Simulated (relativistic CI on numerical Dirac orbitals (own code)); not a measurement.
**Ir³⁺: 4f photoemission**

Computed with this model: Dirac-Coulomb-Breit CI, separate exchange-only KLI orbitals for each configuration, model QED, valence Slater integrals scaled by 0.8, multiplet model of photoemission in the sudden approximation; configurations [Xe] 4f14 5d6 → [Xe] 4f13 5d6; 300 K; Lorentzian 0.17 eV and Gaussian 0.5 eV FWHM. Energies are those of the free ion, without screening or charge transfer. The energies are binding energies and can lie tens of eV above those of solids. S is read from ⟨S²⟩ = S(S + 1).

Field parameters in Wybourne normalisation: D3d B²₀ = −7Dσ, B⁴₀ = −14Dq − 21Dτ, B⁴₃ = −14√(10/7) Dq. The field is a parameter set, without covalency.

Computed curve for free ion, scaled to 100 at the maximum (points under 2 are left out and the grid is thinned):

(Energy (eV), Intensity): (101.3, 2.2), (101.4, 2.7), (101.6, 4.4), (101.7, 6.2), (101.8, 9.5), (102.0, 25.4), (102.1, 38.7), (102.2, 53.1), (102.3, 64.6), (102.5, 72.6), (102.6, 74.5), (102.7, 79.4), (102.9, 94.8), (103.0, 99.4), (103.1, 100.0), (103.3, 89.9), (103.4, 81.1), (103.5, 71.6), (103.6, 62.0), (103.8, 42.9), (103.9, 33.7), (104.0, 25.6), (104.2, 15.3), (104.3, 13.0), (104.4, 11.9), (104.6, 11.5), (104.7, 11.9), (104.8, 12.8), (105.0, 17.0), (105.1, 20.9), (105.2, 26.2), (105.3, 32.4), (105.5, 43.5), (105.6, 47.0), (105.7, 48.7), (105.9, 47.3), (106.0, 45.9), (106.1, 46.1), (106.3, 52.0), (106.4, 54.5), (106.5, 55.3), (106.7, 54.4), (106.8, 53.9), (106.9, 52.8), (107.0, 49.9), (107.2, 37.7), (107.3, 30.1), (107.4, 23.4), (107.6, 15.0), (107.7, 12.5), (107.8, 10.4), (108.0, 6.9), (108.1, 5.6), (108.2, 4.7), (108.3, 4.1), (108.5, 3.7), (108.6, 3.6), (108.7, 3.4), (108.9, 2.7), (109.0, 2.2)

The ground state has S = 1.85, and the centroid lies at 104.51 eV.
